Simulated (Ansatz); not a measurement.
`C=C[Si](N)(O)F` and `C=C[Si](C)(O)F` differ in one atom or group.

Ansatz, PBE0-D4/def2-TZVP geometries, multiplicity 1. Each molecule was computed in one conformer, which needn't be the lowest.

| property | `C=C[Si](N)(O)F` |
| --- | --- |
| LUMO energy (PBE/def2-TZVPP) / eV | -1.61 |
| size of the dipole moment (B3LYP/def2-TZVPP) / D | 2.93 |
| size of the dipole moment (ωB97M-V/def2-TZVPP) / D | 2.94 |
| HOMO–LUMO gap (PBE0/def2-TZVPP) / eV | 7.36 |
| HOMO–LUMO gap (B3LYP/def2-TZVPP) / eV | 6.88 |
| LUMO energy (PBE0/def2-TZVPP) / eV | -0.62 |

**Question.** Give the same properties after the change, and the shifts. (Best estimate.)

**Answer.** The calculation gave: 
```csv
property,`C=C[Si](C)(O)F`,shift
LUMO energy (PBE/def2-TZVPP) / eV,-1.62,-0.01
size of the dipole moment (B3LYP/def2-TZVPP) / D,1.61,-1.32
size of the dipole moment (ωB97M-V/def2-TZVPP) / D,1.62,-1.32
HOMO–LUMO gap (PBE0/def2-TZVPP) / eV,7.58,0.22
HOMO–LUMO gap (B3LYP/def2-TZVPP) / eV,7.12,0.24
LUMO energy (PBE0/def2-TZVPP) / eV,-0.62,0.00
```

Dipoles are sizes alone; their direction can turn.

B3LYP here is the variant with VWN-RPA as its local correlation; programs differ in this.
